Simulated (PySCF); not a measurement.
# Dipole moment and polarisability of `C#CC1=CC=C(F)[SiH2]1`

Species: C₆H₅FSi.
Geometry (GFN2-xTB, Å), atoms numbered from 1 in this order:
```
atom  x, y, z in Å
C1    -0.0333   -0.1058   -3.1432
C2    -0.0820   -0.0321   -1.9426
C3    -0.0886    0.0258   -0.5473
C4    -1.0636    0.6129    0.1845
C5    -0.9150    0.5825    1.6225
C6     0.1933   -0.0353    2.0535
F7     0.4893   -0.1540    3.3641
Si8    1.2395   -0.6891    0.6095
H9    -0.0098   -0.1596   -4.1904
H10   -1.9273    1.0900   -0.2553
H11   -1.6546    1.0309    2.2678
H12    1.3161   -2.1470    0.5830
H13    2.5317   -0.0187    0.4977
```

Level: wB97X-D/def2-SVPD (PySCF), static field, nuclei fixed, core orbitals frozen in the response. The polarisability tensor in these axes (au):

```
x    84.80 -13.81  -1.05
y   -13.81  68.79   3.57
z    -1.05   3.57 138.01
```

**Question.** Give the principal values, the mean and the anisotropy Δα = √{½[(α1 − α2)² + (α2 − α3)² + (α1 − α3)²]}.

**Answer.** Principal values 60.75, 92.59 and 138.25 au; mean 97.20 au = 14.40 Å³ = 16.03 × 10⁻⁴⁰ C²·m²/J; Δα = 67.47 au (69 % of the mean).

**Question.** What is the dipole moment, and where does it point?

**Answer.** (-0.24, 0.12, -0.60) D, 0.65 D in size, pointing from the negative to the positive side. Measured along this direction, the outermost atoms are F7 at the negative end and H9 at the positive end.

**Question.** What would n − 1 = 2πNα be for an ideal gas of these molecules at 500 K and 1 atm, electronic part alone?

**Answer.** N = p/kT = 1.4678 × 10¹⁹ cm⁻³, so n − 1 = 2π × N × 14.40 × 10⁻²⁴ cm³ = 1328 × 10⁻⁶ at long wavelengths.

**Question.** In TDDFT the mean static polarisability is Σ f/ω² over all singlet excitations (ω in hartree). How much of it do the 8 lowest give? Their energies (eV) and oscillator strengths: 3.73, 0.1593; 4.60, 0.0001; 5.58, 0.0002; 6.05, 0.0011; 6.07, 0.0428; 6.08, 0.0001; 6.30, 0.0037; 6.33, 0.0287.

**Answer.** They add up to 9.96 au, 10.2 % of the 97.20 au; the largest single term is 8.47 au, from the state at 3.73 eV. Terms in order: 8.47, 0.00, 0.00, 0.02, 0.86, 0.00, 0.07, 0.53 au. Higher excitations give the rest. The strengths listed sum to 0.236.

**Question.** Give the eigenvalues of the traceless quadrupole moment Θ = ½Σq(3rr − r²1), origin at the centre of nuclear charge.

**Answer.** -3.96, -3.90, 7.85 D·Å. The values depend on the origin, since the dipole doesn't vanish. The electronic extent ⟨r²⟩ about the same centre is 1226 bohr², a root-mean-square distance of 2.32 Å for the 64 electrons.

Isolated species at its GFN2-xTB geometry, gas phase.

These values come from a run that also computed excited states. On an Arm Neoverse V1 with one thread, no GPU (shared host), this took 47 s and 0.90 GiB of memory at its peak.
